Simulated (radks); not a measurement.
Values are calculated unless marked as measured or tabulated.
Cl III, 15 electrons, occupied as [Ne] 3s2 3p3. Code: a radial shooting solver on a logarithmic mesh with Libxc functionals. Model: non-relativistic Kohn-Sham, LDA (Slater exchange, Perdew-Wang correlation), spin-polarised, spherical densities, point nucleus; open shells are filled with parallel spins first.

X-ray form factor f0, the Fourier transform of the density (f0(0) = 15):

sin(theta)/lambda (1/angstrom)  f0 (electrons)
0.05                                    14.723
0.1                                     13.961
0.15                                    12.892
0.2                                     11.721
0.25                                    10.612
0.3                                      9.655
0.4                                      8.246
0.5                                      7.303
0.6                                      6.555
0.8                                      5.194
1                                        3.985
1.25                                     2.857
1.5                                      2.151
2                                        1.496
